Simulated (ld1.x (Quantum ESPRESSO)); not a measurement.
u(r) = r·R(r): atom against pseudo-atom (Ni (Z = 28))

Columns: radius, all-electron u(r) and pseudo u(r) of the 4s shell (level -6.53 eV) of nickel in the configuration [Ar] 3d8 4s1.5 4p0.5; LDA (PZ), scalar-relativistic, TM semilocal scheme, ld1.x (Quantum ESPRESSO) 7.5.

```csv
r (bohr),all-electron,pseudo
0.148,-0.1679,-0.0279
0.295,0.0048,-0.0570
0.443,0.2360,-0.0892
0.590,0.2804,-0.1258
0.738,0.1878,-0.1687
0.885,0.0374,-0.2187
1.033,-0.1232,-0.2770
1.180,-0.2681,-0.3420
1.328,-0.3896,-0.4120
1.475,-0.4844,-0.4812
1.623,-0.5552,-0.5447
1.770,-0.6042,-0.5956
1.918,-0.6354,-0.6311
2.065,-0.6514,-0.6502
2.213,-0.6555,-0.6553
2.360,-0.6500,-0.6500
2.508,-0.6371,-0.6371
2.655,-0.6187,-0.6187
2.802,-0.5962,-0.5962
2.950,-0.5706,-0.5706
3.098,-0.5431,-0.5431
3.245,-0.5146,-0.5146
3.393,-0.4855,-0.4855
3.540,-0.4565,-0.4565
3.688,-0.4277,-0.4277
3.835,-0.3998,-0.3998
```

(1) How many radial nodes do the two functions have?

(2) At about which radius was the pseudo-wave matched?

(3) Where does each function peak?

(4) Is the pseudo-wave norm-conserving?

## Answers

(1) The all-electron 4s function has n − l − 1 = 3 (the table is too coarse to show those close to the nucleus); the pseudo-wave has 0, since the states of the same l below it are removed with the core.

(2) 2.45 bohr. The columns agree to 0.0005 from 2.21 bohr on; several derivatives are matched, so the curves merge somewhat inside the radius.

(3) Outermost all-electron maximum near 2.21 bohr, pseudo maximum near 2.21 bohr (to the table’s step).

(4) Yes: the TM semilocal scheme keeps the norm inside the radius equal to the all-electron one, which fixes the energy derivative of the logarithmic derivative at the level.
